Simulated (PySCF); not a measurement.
SeF3, doublet: computed properties

Level of theory: UPBE in PySCF with Se def2-SVP, F def2-SVP; no relativity; density-fitted integrals.

The structure is a higher-order saddle point with 3 imaginary modes.

Coordinates in bohr (charge 0 multiplicity 2):
```
Se    0.0000    0.0000    0.0000
F     3.4950    0.0000    0.0000
F    -1.7475    3.0267    0.0000
F    -1.7474   -3.0267    0.0000
```

| Item | Value |
| --- | --- |
| Point group | D3h |
| Bond lengths | Se–F 1.849 Å (×3) |
| Bond angles | F–Se–F 120.0° (×3) |
| Lowest empty level (β) | -5.87 eV |
| Dipole moment | 0.00 D |
| Spin squared ⟨S²⟩ | 0.751 |
| Highest occupied level (α) | -6.85 eV |
| Rotational constants | 0.1729, 0.1729, 0.08647 cm⁻¹ |
| Zero-point energy (real modes) | 9.9 kJ/mol |
| Atomisation energy without zero-point energy | 1019 kJ/mol |
| Principal quadrupole moments (Buckingham, traceless) about the centre of mass | -2.64, -2.64, 5.27 D Å |
| Principal polarisabilities | 15.9, 33.2, 33.2 bohr³ |

Harmonic modes (masses in u: Se 79.917, F 18.998):
| symmetry | ω (cm⁻¹) | IR (km/mol, summed over degenerate members) | type |
| --- | --- | --- | --- |
| a2'' | 182i | – | bend |
| e' | 89i | – | bend |
| e' | 550 | 281 | stretch |
| a1' | 563 | 0.0 | stretch |

In D3h the vibrations span a2'' + 2e' + a1'. The a1' mode carries no infrared intensity, as symmetry demands.

Charges (e):
```
  atom  Mulliken  Löwdin  polar tensor  spin (Mulliken)  Mayer order to Se1
   Se1      0.97    0.80          1.42             0.70                   –
F2,3,4     -0.32   -0.27         -0.47             0.10                0.93
```

Mulliken populations on Se1: s 8.03, p 14.69, d 10.31.

Other isomers or separated fragments may lie lower. At this level a doublet minimum of C2v symmetry lies 53 kJ/mol below this structure.

The final relaxation and frequency run took roughly 50 core-seconds on a shared host.
